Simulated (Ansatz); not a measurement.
Basis-set extrapolation for BH5O2SSi (`OB(S)O[SiH3]`) (PBE0-D4/def2-TZVP geometry, frozen core, Ansatz). Multiplicity 1, RHF reference.

```csv
,def2-TZVPP,def2-QZVPP
HF,-864.071206,-864.100466
MP2 correlation,-0.869339,-0.939768
CCSD(T) correlation,-0.947590,not run
```

Energies in hartree. Use E(X) = E(∞) + A·exp(−7.88·√X) for Hartree–Fock and E(X) = E(∞) + B·X^(−2.97) for correlation, with X = 3 and 4, and add CCSD(T) minus MP2 of the smaller set to the MP2 limit.

Q: What is the CCSD(T) energy at the basis-set limit?

A: HF limit: -864.100466 + (-0.029260) × 0.13774 = -864.10450. MP2 limit: -0.939768 + (-0.070429) × 0.74074 = -0.99194. Higher-order term: -0.947590 − (-0.869339) = -0.07825. Total: -865.17469 hartree, 4.24 eV below CCSD(T)/def2-TZVPP.
